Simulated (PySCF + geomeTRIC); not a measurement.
Species: CH3F2Ge, SMILES `F[C](F)[GeH3]` (charge 0, multiplicity 2).

Give a relaxed geometry from PySCF + geomeTRIC with B3LYP-D3(BJ)/def2-TZVP.

the end point of this relaxation (outside a Z-matrix the atoms follow the SMILES, hydrogens last).
Z-matrix (Å, degrees):
```
Ge
H 1 1.5314
H 1 1.5315 2 111.70
H 1 1.5413 2 110.72 3 -123.89
C 1 1.9734 2 106.19 4 -120.57
F 5 1.3390 1 118.73 2 -171.35
F 5 1.3394 6 109.25 1 140.13
```
